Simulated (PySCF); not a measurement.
Compound: CH₈ClSi₃ (doublet state).
SMILES with atom numbers: `[CH3:1][SiH2:2][SiH:3][SiH2:4][Cl:5]` (hydrogens: H6, H7, H8 on C1; H9, H10 on Si2; H11 on Si3; H12, H13 on Si4)

Structure used (GFN2-xTB), in Å, numbered top down from 1:
```xyz
13
CH8ClSi3 angstrom
C     -1.8872   -0.6205    0.2684
Si    -1.1717    0.2703   -1.2489
Si     1.1024    0.5350   -0.9431
Si     2.2997    0.1576    0.9744
Cl     1.5297   -1.5770    1.7637
H     -1.3246   -1.5209    0.4946
H     -1.8601    0.0109    1.1520
H     -2.9206   -0.9116    0.1059
H     -1.4486   -0.5573   -2.4375
H     -1.9506    1.5083   -1.4371
H      1.6179    1.7725   -1.5705
H      2.2921    1.0704    2.1285
H      3.7173   -0.1373    0.7318
```

The hyperfine couplings belong to this conformer and change with its torsions.

Theory: UKS B3LYP, pcH-1 on C Cl H Si, non-relativistic, mean-field spin-orbit, GIAO (PySCF 2.14.0). Isolated species at its GFN2-xTB geometry (one conformer only). Couplings are sensitive to structure, and on GFN2-xTB geometries they can be far from those on DFT ones, by a factor of two or more for some ions and for spin on atoms past the first row. No stability test was run, so a lower SCF solution isn't excluded.

Problem. Where do the isotropic ENDOR lines of H12/H13, H9/H10, H11 and H6/H7/H8 fall at 1210.1 mT, to first order?

Solution. ν± = |νn ± a/2|, one line for each electron-spin manifold; νn = |g_N| × 7.62259 MHz/T × B.

```json
{"nuclei": "H12/H13", "isotope": "1H", "g_N": "5.5857", "νn (MHz)": "51.52", "a_iso (MHz)": "37.38", "lower line (MHz)": "32.83", "upper line (MHz)": "70.22"}
{"nuclei": "H9/H10", "isotope": "1H", "g_N": "5.5857", "νn (MHz)": "51.52", "a_iso (MHz)": "31.97", "lower line (MHz)": "35.54", "upper line (MHz)": "67.51"}
{"nuclei": "H11", "isotope": "1H", "g_N": "5.5857", "νn (MHz)": "51.52", "a_iso (MHz)": "-23.40", "lower line (MHz)": "39.82", "upper line (MHz)": "63.22"}
{"nuclei": "H6/H7/H8", "isotope": "1H", "g_N": "5.5857", "νn (MHz)": "51.52", "a_iso (MHz)": "0.92", "lower line (MHz)": "51.06", "upper line (MHz)": "51.98"}
```

Problem. Which pairs are centred on the nuclear Larmor frequency, and which on half the coupling?

Solution. Centred on νn, since |a| < 2νn: H12/H13, H9/H10, H11 and H6/H7/H8. No pair has |a| > 2νn.

Problem. At what field would the lower line of H12/H13 fall to zero frequency?

Solution. Where νn = |a|/2, that is B = 18.69 MHz/(5.5857 × 7.62259 MHz/T) = 439 mT, as far as first order holds there.

Means are taken over nuclei equivalent by connectivity, which assumes that they swap fast. The 1H value of +37.4 MHz is a mean of couplings from 8.8 to 66.0 MHz in this one geometry, not an average over conformers. The 1H value of +32.0 MHz is a mean of couplings from 20.5 to 43.4 MHz in this one geometry, not an average over conformers.

The largest Mulliken spin population is on Si3 (+0.98). The angles at Si3 add up to 347.9°, so it is slightly pyramidal.
